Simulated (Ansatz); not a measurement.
A CCSD(T) single point on `[NH]=[Ta]([NH2])([OH])[Cl]`.

```yaml
crystal:
  periodic: [false, false, false]
  atoms:
    - {symbol: N, position_ang: [-0.280795, 1.564121, -0.628767]}
    - {symbol: Ta, position_ang: [-0.057629, -0.172486, -0.440416]}
    - {symbol: N, position_ang: [1.210336, -0.330416, 1.059091]}
    - {symbol: O, position_ang: [-1.692974, -1.038640, 0.009692]}
    - {symbol: Cl, position_ang: [0.821265, -1.121967, -2.380458]}
    - {symbol: H, position_ang: [-0.443386, 2.537653, -0.822431]}
    - {symbol: H, position_ang: [1.657555, 0.433578, 1.539818]}
    - {symbol: H, position_ang: [1.452005, -1.211789, 1.491375]}
    - {symbol: H, position_ang: [-2.577975, -0.706355, 0.154895]}
basis:
  gaussian: {orbitals: def2-TZVPP}
correlation: {method: ccsd_t}
output: {orbitals: {seedname: orbitals}}
```

```sh
$ ansatz run in.yaml --threads 4 --pin off --events-out ev --progress --plain --max-ram 10444MiB
```

Output of Ansatz, abridged:

```
Functional definition: HF
1516 factors; integrals over basis functions are off by at most 1.1e-3 eV
mean field evaluation 1: about -19100.6222 eV, gradient 7.1e1 eV
mean field evaluation 2: about -19100.7934 eV, gradient 7.1e1 eV
mean field evaluation 4: about -19109.8907 eV, gradient 9.8e0 eV
mean field evaluation 8: about -19110.1393 eV, gradient 8.6e-1 eV
mean field evaluation 16: about -19110.1414 eV, gradient 2.2e-6 eV
mean field -19110.14141657 eV, -702.2847437399 hartree, gradient 2.2e-6 eV, S^2 0.000000; 0 other end points of the search recorded, 0 dependent functions left out
8 core orbitals not correlated: weight in the atoms' cores, before any rotation towards them, 1.000 or more for the frozen orbitals, at most 0.000 for the correlated occupied ones
reference -19110.14141657 eV, -702.2847437399 hartree; 20, 20 occupied and 219, 219 virtual orbitals, 1516 factors
second order -34.63418426 eV of doubles, -0.00000000 eV of singles
cycle   1  -33.23205118 eV  change     1.4e0 eV  update   2.0e-1
cycle   2  -34.24274537 eV  change    -1.0e0 eV  update   1.0e-1
cycle   3  -34.53213622 eV  change   -2.9e-1 eV  update   3.3e-2
cycle   4  -34.53056313 eV  change    1.6e-3 eV  update   1.2e-2
cycle   5  -34.51570659 eV  change    1.5e-2 eV  update   3.9e-3
cycle   6  -34.51761912 eV  change   -1.9e-3 eV  update   1.7e-3
cycle   7  -34.51774068 eV  change   -1.2e-4 eV  update   6.3e-4
cycle   8  -34.51742790 eV  change    3.1e-4 eV  update   2.5e-4
cycle   9  -34.51752537 eV  change   -9.7e-5 eV  update   9.8e-5
cycle  10  -34.51761519 eV  change   -9.0e-5 eV  update   4.1e-5
cycle  11  -34.51752647 eV  change    8.9e-5 eV  update   2.0e-5
cycle  12  -34.51752649 eV  change   -2.2e-8 eV  update   8.7e-6
perturbative correction -1.69732320 eV, -0.0623754771 hartree
Total energy: -19146.35626626 eV, -703.6156149188 hartree
```

It took 2.6 min on 4 threads of an Intel Xeon Platinum 8488C on a shared host, with 5.9 GiB of host memory at the peak.

The correlation energy is -36.215 eV, 4.7 % of it from (T); the T1 diagnostic reads 0.0181.
